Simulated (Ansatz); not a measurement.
System: GaH, charge 1, doublet. GaH+ (parent SMILES [GaH], doublet).
B3LYP-D3(BJ)/def2-TZVP minimum from Ansatz (a first-principles code):
```xyz
2

Ga     0.0000     0.0000    -0.0528
H      0.0000     0.0000     1.6374
```
Charge +1, spin multiplicity 2.

Total energies in aug-cc-pVQZ, 3 correlated electrons, 14 frozen orbitals. Open shells are spin-unrestricted; no spin-orbit coupling. Correlated methods leave the cores frozen (noble-gas shells, and filled d and f shells in the p block). No relativity. The UHF reference of HGa+ (parent SMILES [GaH], doublet) is spin-contaminated (<S^2> up to 0.05 over the pure value in the sets run). The spin of HGa+ (parent SMILES [GaH], doublet) was assumed, and the state is the lowest solution found for it.

```tsv
method	program	energy (Eh)	minus CCSDT (mEh)
HF	Ansatz	-1923.56882	47.38
MP2	Ansatz	-1923.60269	13.51
CCSD	Ansatz	-1923.61542	0.77
CCSD(T)	Ansatz	-1923.61599	0.20
CCSDT	Ansatz	-1923.61619	0.00
```

Rough core times of Ansatz's runs on a shared machine: CCSD(T) under 20 s, CCSDT 3 min.
